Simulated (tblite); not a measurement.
Input of a run (GFN2-xTB geometry optimisation, gas phase (tblite 0.8.0)), started from a force field or distance geometry:
```
{"job": {"kind": "relax", "xc": "GFN2-xTB", "basis": "xTB"}, "charge": 0, "multiplicity": 1}
C     -1.558700     1.687800     0.855200
C     -0.758800     1.196300    -0.084400
C     -0.319300    -0.240000    -0.065400
C     -0.947200    -1.027900    -1.176400
C     -1.903400    -1.935100    -0.853800
C      1.142000    -0.450200     0.033200
C      1.604100     0.190700     1.347500
C      1.946200     0.267600    -1.005900
O      2.662200    -0.357500    -1.797700
F      1.891900     1.626300    -1.122900
H     -1.974700     1.100300     1.670300
H     -1.825000     2.728200     0.774800
H     -0.405800     1.864000    -0.843300
H     -0.760900    -0.672300     0.875400
H     -0.647700    -0.903600    -2.216300
H     -2.150300    -1.995700     0.221000
H     -2.388300    -2.539100    -1.600000
H      1.443300    -1.509300     0.007900
H      1.798800     1.261300     1.219700
H      2.448700    -0.395900     1.743200
H      0.693900     0.121100     2.017400
```

Output (eV, eV/Å):
```
step      E/eV     max force
  0    -855.73796    4.544
  1    -855.91046    6.446
  2    -856.12944    1.544
  3    -856.17798    0.902
  4    -856.24108    0.534
  5    -856.27810    0.413
  6    -856.29700    0.344
  7    -856.30941    0.268
  8    -856.32013    0.319
  9    -856.32886    0.297
 10    -856.33675    0.245
 11    -856.34568    0.281
 12    -856.35561    0.238
 13    -856.36817    0.293
 14    -856.38132    0.254
 15    -856.39329    0.246
 16    -856.40413    0.278
 17    -856.41411    0.225
 18    -856.42237    0.229
 19    -856.42951    0.188
 20    -856.43645    0.190
 21    -856.44292    0.197
 22    -856.44889    0.161
 23    -856.45523    0.176
 24    -856.46250    0.188
 25    -856.46942    0.165
 26    -856.47459    0.173
 27    -856.47830    0.151
 28    -856.48128    0.123
 29    -856.48368    0.108
 30    -856.48551    0.092
 31    -856.48693    0.096
 32    -856.48821    0.133
 33    -856.48958    0.116
 34    -856.49111    0.112
 35    -856.49283    0.102
 36    -856.49445    0.120
 37    -856.49637    0.107
 38    -856.49806    0.086
 39    -856.49945    0.092
 40    -856.50064    0.086
 41    -856.50197    0.105
 42    -856.50364    0.097
 43    -856.50556    0.085
 44    -856.50726    0.109
 45    -856.50861    0.075
 46    -856.50977    0.122
 47    -856.51094    0.089
 48    -856.51199    0.066
 49    -856.51265    0.074
 50    -856.51328    0.071
 51    -856.51409    0.069
 52    -856.51505    0.067
 53    -856.51595    0.076
 54    -856.51661    0.063
 55    -856.51712    0.048
 56    -856.51755    0.043
 57    -856.51800    0.041
 58    -856.51830    0.053
 59    -856.51857    0.055
 60    -856.51878    0.041
 61    -856.51894    0.030
 62    -856.51907    0.030
 63    -856.51918    0.025
 64    -856.51930    0.025
 65    -856.51943    0.028
 66    -856.51956    0.028
 67    -856.51971    0.033
 68    -856.51986    0.030
 69    -856.51999    0.021
 70    -856.52009    0.023
 71    -856.52017    0.021
 72    -856.52026    0.024
 73    -856.52036    0.020
 74    -856.52046    0.023
 75    -856.52054    0.024
 76    -856.52063    0.026
 77    -856.52074    0.024
 78    -856.52085    0.021
 79    -856.52097    0.022
 80    -856.52109    0.023
 81    -856.52123    0.028
 82    -856.52138    0.033
 83    -856.52150    0.027
 84    -856.52158    0.024
 85    -856.52166    0.025
 86    -856.52178    0.028
 87    -856.52194    0.029
 88    -856.52212    0.027
 89    -856.52231    0.033
 90    -856.52252    0.031
 91    -856.52278    0.034
 92    -856.52308    0.038
 93    -856.52338    0.048
 94    -856.52367    0.068
 95    -856.52403    0.064
 96    -856.52454    0.052
 97    -856.52530    0.059
 98    -856.52570    0.060
 99    -856.52638    0.083
100    -856.52692    0.070
101    -856.52722    0.154
102    -856.52753    0.081
103    -856.52772    0.039
104    -856.52791    0.055
105    -856.52806    0.039
106    -856.52821    0.038
107    -856.52835    0.031
108    -856.52844    0.026
109    -856.52851    0.020
110    -856.52858    0.022
111    -856.52865    0.022
112    -856.52869    0.018
113    -856.52875    0.015
114    -856.52880    0.016
115    -856.52884    0.016
116    -856.52887    0.014
117    -856.52889    0.010
118    -856.52890    0.012
119    -856.52892    0.007
```

Problem. Summarise the run.

Solution. The energy falls by 76.3 kJ/mol over 119 L-BFGS steps, the largest force on an atom goes from 4.54 to 0.007 eV/Å, and the atoms move by 0.391 Å rms after alignment. The bond that changes most is C3–C6 (allylic carbon to sp3 carbon next to a carbonyl), which lengthens by 0.082 Å. Bonds longer at the end by more than 0.005 Å: 2 of 20; shorter: 12. Among the angles that change most is C7–C6–C8, from 103.4° to 112.5°. Among the dihedrals that turn most is C3–C6–C8–F10, from 59° to 99°. The energy never rose by more than 1e-5 eV on the way. The first step brought 22 % of the lowering.

Problem. What are the final bond lengths?

Solution. C1=C2 1.319 Å, C2–C3 1.502 Å, C3–C4 1.502 Å, C4=C5 1.319 Å, C3–C6 1.561 Å, C6–C7 1.525 Å, C6–C8 1.496 Å, C8=O9 1.181 Å, C8–F10 1.366 Å, C1–H11 1.078 Å, C1–H12 1.076 Å, C2–H13 1.082 Å, C3–H14 1.095 Å, C4–H15 1.081 Å, C5–H16 1.078 Å, C5–H17 1.076 Å, C6–H18 1.096 Å, C7–H19 1.087 Å, C7–H20 1.088 Å, C7–H21 1.087 Å. Numbering counts from 1 in the input's order; the species is `C=CC(C=C)[C@@H](C(=O)F)C`.

Hardware: one thread of an Arm Neoverse V1, shared host with 32 logical CPUs at a one-minute load of 9.7. Cost: 0.98 s.

Its GFN2-xTB frequencies are all real (lowest 36 cm⁻¹). The numbers are those of one conformer.

These are computed values.
